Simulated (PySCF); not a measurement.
C₃H₆F₂Si, SMILES C(/[SiH2]CF)=C/F.

Geometry optimised at ωB97X-D3(BJ)/def2-SVP. The structure was generated by enumeration; whether it is a known compound was not checked. One conformer was computed; it need not be the lowest.

Computed with PBE0/def2-TZVP run with PySCF.

Symmetry labels are those of the subgroup Cs that the program uses (full group Cs).

**Question.** List the valence orbital energies around the gap with their symmetry. (The exact figures need the calculation; the answer reports its results.)

**Answer.** 
| orbital | symmetry | energy (eV) |
|---|---|---|
| HOMO−7 | A' | -13.42 |
| HOMO−6 | A' | -12.00 |
| HOMO−5 | A' | -11.36 |
| HOMO−4 | A" | -10.19 |
| HOMO−3 | A' | -9.81 |
| HOMO−2 | A" | -9.54 |
| HOMO−1 | A' | -8.56 |
| HOMO | A" | -7.96 |
| LUMO | A" | -0.53 |
| LUMO+1 | A' | 0.69 |
| LUMO+2 | A' | 0.92 |
| LUMO+3 | A' | 1.61 |
